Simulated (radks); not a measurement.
Spherical quantum dot in the effective-mass picture: electrons in a hard-walled sphere of radius 3.41, all in effective atomic units (hartree* = m*/eps^2 hartree, bohr* = eps/m* bohr), one dielectric constant everywhere. Method: non-relativistic Kohn-Sham, LDA (Slater exchange, Perdew-Wang correlation), spin-polarised, spherical densities; computed with a radial shooting solver with Libxc functionals. Levels are named by radial order and angular momentum (1s, 1p, 1d, 2s, ...), and open shells are averaged over m. Results are scaled to m* = 0.032 and eps = 11.5, for which hartree* = 6.584 meV and bohr* = 19.02 nm.

N = 2, configuration 1s2. This is the lowest configuration that the search found. Occupied and some empty levels:

level,occupation,eigenvalue (meV),<r> (nm)
1s,2,7.1473,34.28
1p,0,9.7512,39.33
1d,0,13.254,42.55
2s,0,15.663,31.75

Energy (meV): total 8.80690, kinetic 5.6954, external 0, Hartree 6.5220, exchange-correlation -3.4106.

Electron density:

r (nm),n(r) (e/nm^3)
3.07,8.077e-06
6.32,7.988e-06
9.57,7.833e-06
12.8,7.609e-06
16.1,7.311e-06
19.3,6.935e-06
22.6,6.477e-06
25.8,5.940e-06
29.1,5.331e-06
32.3,4.663e-06
35.5,3.960e-06
38.8,3.239e-06
42.0,2.534e-06
45.3,1.875e-06
48.6,1.292e-06
51.8,8.105e-07
55.0,4.389e-07
58.3,1.851e-07
61.5,4.378e-08
64.8,8.129e-11
